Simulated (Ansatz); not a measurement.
```yaml
crystal:
  periodic: [false, false, false]
  atoms:
    - {symbol: C, position_ang: [-1.414161, 2.009974, 0.011248]}
    - {symbol: C, position_ang: [-1.000737, 1.094129, -0.112608]}
    - {symbol: C, position_ang: [0.264157, 0.031399, -0.276498]}
    - {symbol: C, position_ang: [1.013351, 0.082730, 1.044188]}
    - {symbol: Si, position_ang: [-0.288668, -1.262539, -1.012697]}
    - {symbol: H, position_ang: [-2.536432, 2.228693, 0.438305]}
    - {symbol: H, position_ang: [1.169092, 0.509357, -1.006379]}
    - {symbol: H, position_ang: [1.595045, 1.027336, 1.611758]}
    - {symbol: H, position_ang: [2.112212, -0.644889, 1.206748]}
    - {symbol: H, position_ang: [0.460997, -0.183965, 1.638340]}
    - {symbol: H, position_ang: [-1.444735, -2.075773, 0.031089]}
    - {symbol: H, position_ang: [-0.859778, -1.132732, -2.007971]}
    - {symbol: H, position_ang: [0.875775, -2.575982, -0.852156]}
basis:
  gaussian: {orbitals: def2-TZVPP}
total_charge: 1
magnetization: {spin_polarized: true, initial_magnetization: 1}
hamiltonian: {xc: {name: B2PLYP}, pseudopotentials: {relativity: scalar}}
scf: {lower_state_search: full}
output: {forces: true}
```

```sh
$ ansatz run in.yaml --threads 4 --pin off --events-out ev --progress --plain --max-ram 10444MiB
```

It prints (some lines left out):

```
Functional definition: B2PLYP
1612 factors; integrals over basis functions are off by at most 1.2e-3 eV
mean field evaluation 1: about -12119.0388 eV, gradient 5.8e1 eV
mean field evaluation 2: about -12119.2864 eV, gradient 5.8e1 eV
mean field evaluation 4: about -12134.6059 eV, gradient 1.4e1 eV
mean field evaluation 8: about -12135.9884 eV, gradient 6.2e-1 eV
mean field evaluation 16: about -12136.0029 eV, gradient 4.3e-2 eV
mean field evaluation 32: about -12136.0031 eV, gradient 1.2e-4 eV
mean field -12136.00307431 eV, -445.9898869026 hartree, gradient 4.7e-6 eV, S^2 0.779067; 8 other end points of the search recorded, 0 dependent functions left out
9 core orbitals not correlated: weight in the atoms' cores, before any rotation towards them, 1.000 or more for the frozen orbitals, at most 0.000 for the correlated occupied ones
reference -12136.00326509 eV, -445.9898939136 hartree; 14, 13 occupied and 255, 256 virtual orbitals, 1612 factors
second order -25.27265743 eV of doubles, -0.00000000 eV of singles
Total energy: -12142.82688260 eV, -446.2406572317 hartree
Relativity: scalar
Atom 0 at    -1.414161     2.009974     0.011248 Å, force   -21.761113    32.373436     6.887615 eV/Å
Atom 1 at    -1.000737     1.094129    -0.112608 Å, force    21.165522   -35.041629    -6.374520 eV/Å
Atom 2 at     0.264157     0.031399    -0.276498 Å, force     3.434012    10.746998     3.370145 eV/Å
Atom 3 at     1.013351     0.082730     1.044188 Å, force    14.883024     3.986889    -7.123286 eV/Å
Atom 4 at    -0.288668    -1.262539    -1.012697 Å, force     4.355987    -9.497114     7.269178 eV/Å
Atom 5 at    -2.536432     2.228693     0.438305 Å, force     3.461939     1.157739    -1.387793 eV/Å
Atom 6 at     1.169092     0.509357    -1.006379 Å, force    -2.621008    -0.802696     0.869884 eV/Å
Atom 7 at     1.595045     1.027336     1.611758 Å, force    -2.136995    -1.521404    -2.617017 eV/Å
Atom 8 at     2.112212    -0.644889     1.206748 Å, force    -3.571116     1.480739    -1.218557 eV/Å
Atom 9 at     0.460997    -0.183965     1.638340 Å, force   -10.153642    -5.196071    11.635089 eV/Å
Atom 10 at    -1.444735    -2.075773     0.031089 Å, force     0.805120    -0.050847    -0.366199 eV/Å
Atom 11 at    -0.859778    -1.132732    -2.007971 Å, force    -6.134006     1.232741   -10.845486 eV/Å
Atom 12 at     0.875775    -2.575982    -0.852156 Å, force    -1.727724     1.131219    -0.099053 eV/Å
Dipole moment:     0.009219    -0.844342    -0.202159 e Å
```

Hardware: 4 threads of an Arm Neoverse V1 on a shared host. Wall time 71 s, peak host memory 1.4 GiB.
